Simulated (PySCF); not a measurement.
Run record: geometry optimisation, `O=Cc1csc2cc[nH]c12`.

Method: PBE0-D3(BJ)/def2-SVP geometry optimisation, gas phase (PySCF 2.14.0). Start geometry: GFN2-xTB. The input is one job of a driver script: a line of settings, then coordinates in Å.

Command:
```bash
OMP_NUM_THREADS=1 python probes_run.py task.json out
```

Input:
```
{"job": {"xc": "PBE0", "basis": "def2-SVP", "d3": "d3bj", "grid": 1, "shake": 0.01, "kind": "geom"}, "charge": 0, "multiplicity": 1}
O     -1.700740    -2.350180    -0.421450
C     -2.146360    -1.197960    -0.323430
C     -1.322670    -0.035900    -0.119960
C     -1.695190     1.271160     0.010300
S     -0.467440     2.404200     0.245490
C      0.719890     1.155100     0.195560
C      2.121380     0.936350     0.284740
C      2.304230    -0.409460     0.128350
N      1.082160    -1.026030    -0.020460
C      0.112530    -0.091240     0.007180
H     -3.232030    -0.976440    -0.373540
H     -2.735170     1.621430    -0.018430
H      2.847340     1.683170     0.426710
H      3.184220    -0.975300     0.145900
H      0.912510    -2.026280    -0.174200
```

Output:
```
step   0  E = -796.91232797  max force = 0.040435
step   1  E = -796.91849038  max force = 0.005282
step   2  E = -796.91832627  max force = 0.009581
step   3  E = -796.91867637  max force = 0.006679
step   4  E = -796.91884973  max force = 0.003958
step   5  E = -796.91893089  max force = 0.001552
step   6  E = -796.91894127  max force = 0.001773
step   7  E = -796.91895249  max force = 0.001000
step   8  E = -796.91895138  max force = 0.001134
step   9  E = -796.91895857  max force = 0.000308
optimisation converged
```

Energies in Eh; «max force» is the largest Cartesian gradient component in Eh/bohr.

Task: How much energy does the optimisation release, in kcal/mol?

Result: E(step 0) − E(last step) = 0.006631 Eh, which is 4.2 kcal/mol.

Task: At which steps does the energy rise by more than 1e-5 Eh?

Result: At step 2 (+0.16 mEh).

In short: final energy -796.91896 Eh after 9 steps; dipole 0.88 D.

Task: Give the final coordinates.

Result: 0.035 Å rms from the input after alignment:
```
atom  x, y, z in Å
O1    -1.6725   -2.3194   -0.4342
C2    -2.1380   -1.2046   -0.3223
C3    -1.3112   -0.0261   -0.1017
C4    -1.7510    1.2763    0.0384
S5    -0.4771    2.4097    0.2865
C6     0.7214    1.1597    0.2117
C7     2.1238    0.9445    0.2868
C8     2.2969   -0.4177    0.1170
N9     1.0786   -1.0245   -0.0537
C10    0.1094   -0.0741    0.0002
H11   -3.2397   -1.0280   -0.3874
H12   -2.7839    1.6235    0.0069
H13    2.9145    1.6734    0.4443
H14    3.2167   -0.9986    0.1075
H15    0.8910   -2.0069   -0.2062
```

Hardware: one thread of an Intel Xeon Platinum 8488C, shared host with 192 logical CPUs at a one-minute load of 39. Cost: 2.3 min wall, 0.70 GiB resident at most.
Labels such as C1 count atoms from 1, the log's own numbers from 0.
